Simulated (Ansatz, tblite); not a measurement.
Cost and result up the ladder for Si4N4O2 (the lowest singlet isomer of a short search) (10 atoms). Total charge 0; singlet. Geometry: PBE0-D4/def2-SVP.

Cartesian coordinates in Å:
```
Si -0.562 -0.999 0.310
Si -1.753 -1.103 -1.729
Si 1.753 1.104 1.729
Si 0.562 0.999 -0.310
N 1.660 2.057 0.282
N -1.659 -2.057 -0.283
N 0.549 -0.117 1.160
N -0.549 0.117 -1.160
O -2.497 -1.131 -3.054
O 2.497 1.131 3.054
```

Ansatz on 4 threads of Arm Neoverse V1 on a shared host; xTB runs through tblite on one thread. Times are rough, summed over both states, and most runs start from the orbitals of an earlier one. PBE0-D4/def2-TZVP serves as the yardstick here, not as an exact answer. The other state is a triplet.

The xTB rows come from tblite. The structure comes from a short search, and lower isomers may exist.

xTB has no spin-polarisation term.

```csv
level,functions,wall time
GFN1-xTB,60,0.023 s
GFN2-xTB,60,0.03 s
PBE-D4/def2-TZVP (with forces),334,22 s
r2SCAN-D4/def2-TZVP,334,49 s
PBE0-D4/def2-TZVP,334,83 s
```

(1) Estimate what each level gives for the vertical triplet (eV).

## Answers

(1) 
| level | vertical triplet (eV) | difference from PBE0-D4/def2-TZVP (eV) |
| --- | --- | --- |
| GFN1-xTB | 2.56 | -0.99 |
| GFN2-xTB | 3.39 | -0.16 |
| PBE-D4/def2-TZVP (with forces) | 2.77 | -0.78 |
| r2SCAN-D4/def2-TZVP | 3.01 | -0.54 |
| PBE0-D4/def2-TZVP | 3.55 | 0.00 |
